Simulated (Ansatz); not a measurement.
```yaml
crystal:
  periodic: [false, false, false]
  atoms:
    - {symbol: C, position_ang: [-0.767612, 1.884394, 0.235228]}
    - {symbol: In, position_ang: [0.117683, -0.001571, -0.091049]}
    - {symbol: C, position_ang: [0.994525, -1.883700, -0.412274]}
    - {symbol: S, position_ang: [-0.416538, -2.200401, 0.749582]}
    - {symbol: H, position_ang: [-1.808787, 1.833404, -0.083091]}
    - {symbol: H, position_ang: [-0.732593, 2.099019, 1.303249]}
    - {symbol: H, position_ang: [-0.246541, 2.662314, -0.318342]}
    - {symbol: H, position_ang: [0.881245, -2.332245, -1.394952]}
    - {symbol: H, position_ang: [1.978617, -2.061215, 0.011658]}
basis:
  gaussian: {orbitals: def2-SVPD}
total_charge: 1
magnetization: {spin_polarized: true, initial_magnetization: 1}
hamiltonian: {xc: {name: TPSS}}
output: {forces: true}
```

```sh
$ ansatz run in.yaml --threads 4 --pin off --events-out ev --progress --plain --max-ram 10444MiB
```

It prints (some lines left out):

```
Error: YAML parse error: error: line 17 column 19: hamiltonian.xc: no functional is named "TPSS"; the names, which are not case-sensitive, are SVWN5, SPW92, PBE, PBE0, PBEsol, revPBE, revPBE0, RPBE, rPW86-PBE, HSE06, wPBEh, LC-wPBE, HISS, HF, BLYP, B3LYP, B3LYP5, BHLYP, CAM-B3LYP, r2SCAN, r2SCANh, r2SCAN0, r2SCAN50, m-r2SCAN, B97, wB97, wB97X, wB97X-V, B97M-V, wB97M-V, B2PLYP, B2GP-PLYP, PBE0-DH, PBE-QIDH
15 | total_charge: 1
16 | magnetization: {spin_polarized: true, initial_magnetization: 1}
17 | hamiltonian: {xc: {name: TPSS}}
18 | output: {forces: true}
```

Question: What is wrong with this run?

Answer: The method's name isn't one that the program takes here. The input was rejected before any iteration.

HSE06 is defined as in plane-wave codes.
